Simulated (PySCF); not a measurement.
Si(F)2(Cl)(vinyl) (C2H3ClF2Si), SMILES Cl[Si](F)(C=C)F.

Geometry: B3LYP-D3(BJ)/def2-SVP. One conformer was computed; it need not be the lowest.

Computed with PySCF with HF/def2-TZVP.

- total energy = -1025.12353 hartree
- highest occupied level = -11.24 eV
- lowest empty level = 2.51 eV
- orbital gap = 13.75 eV
- dipole moment = 2.85 D
- quadrupole, principal values (traceless, Buckingham form, about the centre of nuclear charge) = -6.45, -0.94, 7.40 D·Å
- mean static polarisability = 53.0 bohr³ (7.85 Å³)
- polarisability, principal values = 43.2, 45.4, 70.3 bohr³
